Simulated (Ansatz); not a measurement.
**Molecular dynamics of CS$_{2}$**

The input (input.yaml):

```yaml
accuracy: low
crystal:
  lattice:
    - [9.283178, 0.0, 0.0]
    - [0.0, 9.283178, 0.0]
    - [0.0, 0.0, 9.283178]
  atoms:
    - { symbol: S, position: [0.19339963, 0.00507144, 0.98773132] }
    - { symbol: C, position: [0.23997793, -0.02756924, 0.82948373] }
    - { symbol: S, position: [0.28751106, -0.06011783, 0.67122973] }
    - { symbol: S, position: [0.68801527, 0.87488514, 0.94971813] }
    - { symbol: C, position: [0.81487093, 0.76488932, 0.9638686] }
    - { symbol: S, position: [0.94104558, 0.65458482, 0.97958854] }
    - { symbol: S, position: [0.51819577, 0.9776802, 0.34056637] }
    - { symbol: C, position: [0.46372802, 0.83723163, 0.26524295] }
    - { symbol: S, position: [0.41003057, 0.69671391, 0.1893198] }
    - { symbol: S, position: [0.80991358, 0.9083145, 0.59381955] }
    - { symbol: C, position: [0.8983596, 0.91575786, 0.45033034] }
    - { symbol: S, position: [0.98644424, 0.92339441, 0.30676355] }
    - { symbol: S, position: [0.52717349, 0.22625946, 0.84536116] }
    - { symbol: C, position: [0.39962922, 0.3203899, 0.90071738] }
    - { symbol: S, position: [0.27115384, 0.4151199, 0.95440336] }
    - { symbol: S, position: [1.06214561, 0.435428, 0.2788784] }
    - { symbol: C, position: [0.96896781, 0.47732428, 0.41295143] }
    - { symbol: S, position: [0.87538949, 0.51822606, 0.54664462] }
    - { symbol: S, position: [0.32884687, 0.4121594, 0.53229957] }
    - { symbol: C, position: [0.43471868, 0.52355245, 0.59996639] }
    - { symbol: S, position: [0.53960624, 0.63539062, 0.66904253] }
    - { symbol: S, position: [0.8431907, 0.2341207, 1.07479377] }
    - { symbol: C, position: [0.88976854, 0.22821104, 0.91296923] }
    - { symbol: S, position: [0.93557523, 0.22156041, 0.75130376] }
basis:
  ecutwfc: 420.0
kpoints:
  mp_grid: { grid: [1, 1, 1] }
hamiltonian:
  xc: pbe
  dispersion: d3bj
scf:
  occupations: { method: fermi_dirac, width: 0.05 }
  lower_state_search: "off"
md:
  timestep: 1.5
  n_steps: 140
  ensemble: nvt_langevin
  temperature: 400.0
  initial_velocities: maxwell_boltzmann
  seed: 622408
  friction: 0.02
```

Run as:

```bash
$ ansatz run input.yaml --threads 1 --pin off --max-ram 3072MiB --backend cpu --events-out ev --progress --plain --runs-dir out
```

It starts from a partly relaxed structure (largest force component 0.28 eV/Å).

Output, in part (step lines):

```
md step     0: t =     0.00 fs  T =   383.3 K  F+E_penalty+E_count = -16435.84108265 eV  E_kin = 1.189192 eV  (11 SCF iters)
md step     1: t =     1.50 fs  T =   361.0 K  F+E_penalty+E_count = -16435.79465642 eV  E_kin = 1.119852 eV  (10 SCF iters)
md step     2: t =     3.00 fs  T =   346.8 K  F+E_penalty+E_count = -16435.68756239 eV  E_kin = 1.075705 eV  (9 SCF iters)
md step     3: t =     4.50 fs  T =   350.9 K  F+E_penalty+E_count = -16435.58675267 eV  E_kin = 1.088673 eV  (9 SCF iters)
md step     4: t =     6.00 fs  T =   315.0 K  F+E_penalty+E_count = -16435.52368293 eV  E_kin = 0.977328 eV  (8 SCF iters)
md step     5: t =     7.50 fs  T =   337.0 K  F+E_penalty+E_count = -16435.50676694 eV  E_kin = 1.045437 eV  (8 SCF iters)
md step     6: t =     9.00 fs  T =   374.2 K  F+E_penalty+E_count = -16435.51082180 eV  E_kin = 1.160713 eV  (8 SCF iters)
md step     7: t =    10.50 fs  T =   388.4 K  F+E_penalty+E_count = -16435.50528902 eV  E_kin = 1.205020 eV  (8 SCF iters)
[... lines left out ...]
md step   140: t =   210.00 fs  T =   421.3 K  F+E_penalty+E_count = -16435.16874186 eV  E_kin = 1.307048 eV  (9 SCF iters)
```

The steps, from the saved trajectory:

```tsv
time (fs)	T (K)	potential energy less start (eV)
0.0	383	0.000
6.0	315	0.317
12.0	357	0.379
18.0	261	0.583
24.0	322	0.394
30.0	326	0.490
36.0	292	0.525
42.0	304	0.556
48.0	311	0.431
54.0	369	0.425
60.0	292	0.618
66.0	331	0.691
72.0	368	0.653
78.0	280	0.852
84.0	331	0.773
90.0	302	0.884
96.0	311	0.704
102.0	286	0.772
108.0	354	0.652
114.0	333	0.745
120.0	369	0.804
126.0	277	0.869
132.0	287	0.834
138.0	327	0.739
144.0	365	0.639
150.0	331	0.709
156.0	373	0.682
162.0	410	0.708
168.0	366	0.801
174.0	293	0.763
180.0	337	0.568
186.0	376	0.509
192.0	404	0.559
198.0	341	0.645
204.0	348	0.679
210.0	421	0.672
```

All steps were run. The mean temperature of the second half is 14 % below the set value. A run of 0.21 ps of so small a system gives no equilibrium averages. Limits of this set-up: coarse k mesh, low accuracy level.

Mean squared displacements from the first frame to the last, about the centre of mass: S 0.15 Å², C 0.08 Å².

Last frame:

```xyz
24
Lattice="9.2832 0.0000 0.0000 0.0000 9.2832 0.0000 0.0000 0.0000 9.2832" Properties=species:S:1:pos:R:3
S 1.812 0.032 8.744
C 2.051 -0.467 7.242
S 2.557 -0.797 5.806
S 6.351 7.943 8.795
C 7.606 7.059 8.715
S 8.925 6.191 8.662
S 4.727 9.033 3.037
C 4.269 7.749 2.285
S 3.536 6.394 1.835
S 7.709 8.649 5.426
C 8.355 8.491 4.002
S 9.254 8.347 2.754
S 4.324 2.261 7.885
C 3.192 3.213 8.425
S 2.244 4.393 8.806
S 9.305 4.180 2.295
C 8.929 4.673 3.725
S 8.439 5.041 5.147
S 2.747 3.838 4.884
C 3.847 4.761 5.597
S 4.918 5.626 6.344
S 7.660 2.429 9.487
C 8.181 2.214 8.034
S 8.632 2.126 6.543
```

Time of the run: 13 min on 1 CPU thread of a shared host.
